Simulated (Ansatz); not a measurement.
Cartesian coordinates (Å):
```xyz
8

C     -1.0354    -0.2393    -0.2088
B      0.2756     0.5845    -0.1724
B      1.7883    -0.1389    -0.2240
O      2.8718    -0.6647    -0.2598
H     -0.9598    -1.2743     0.1236
H     -1.2854    -0.2811    -1.2845
H     -1.8847     0.2529     0.2672
H      0.2310     1.7757    -0.1693
```
Charge +1, spin multiplicity 2.

The numbers are results of Ansatz (an electronic-structure program) with frozen-core CCSD(T)/cc-pVTZ // B3LYP-D3(BJ)/def2-TZVP, not measurements. The geometry is that of the parent before the electron was removed.

```
Quantity                        Value
----------------------  -------------
HF energy               -164.07586 Ha
MP2 correlation energy    -0.58519 Ha
```

### Question
Estimate the CCSD correlation energy, the (T) correction, the total energy and the T1 diagnostic.

### Answer

The CCSD correlation energy is -0.60903 Ha and the (T) correction comes out as -0.03190 Ha. The CCSD(T) total energy comes out as -164.71678 Ha and the T1 diagnostic comes out as 0.061.
